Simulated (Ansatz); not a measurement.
Cost and result up the ladder for the cluster Ge3Te7 (the lowest singlet isomer of a short search) (10 atoms). Total charge 0; singlet. Geometry: PBE-D4/def2-SVP.

```xyz
10

Ge   -1.568    1.196   -0.868
Ge    2.078   -0.570    1.631
Ge   -2.172   -2.190    0.623
Te   -0.088    2.289   -2.942
Te   -2.114    0.145    2.107
Te   -0.177   -1.907    2.600
Te   -1.152   -1.267   -1.645
Te    0.431    1.554    1.047
Te    2.207    1.728   -1.493
Te    2.556   -0.977   -1.058
```

Ansatz on 4 threads of Intel Xeon on a shared host. Times are rough, and most runs start from the orbitals of an earlier one. PBE0-D4/def2-SVP serves as the yardstick here, not as an exact answer. Binding counts from free atoms at the same level (Ge triplet, Te triplet; other spins of the atoms weren't run), without zero-point energy.

In the def2 sets Te takes a core potential; there is no spin–orbit coupling. Correlated methods freeze 55 core orbitals; core or outer-core shells of Ge, Te are correlated, in sets that lack core-valence functions. Another isomer (singlet) lies 0.56 eV lower at PBE0-D4/def2-SVP; other spin states weren't run for this one.

```tsv
level	functions	wall time
PBE-D4/def2-SVP (with forces)	278	25 s
r2SCAN-D4/def2-SVP	278	42 s
MP2/def2-SVP	278	68 s
PBE0-D4/def2-SVP	278	68 s
```

Estimate what each level gives for the binding energy per atom (eV).


```tsv
level	binding energy per atom (eV)	difference from PBE0-D4/def2-SVP (eV)
PBE-D4/def2-SVP (with forces)	2.76	0.23
r2SCAN-D4/def2-SVP	2.50	-0.03
MP2/def2-SVP	2.17	-0.36
PBE0-D4/def2-SVP	2.53	0.00
```
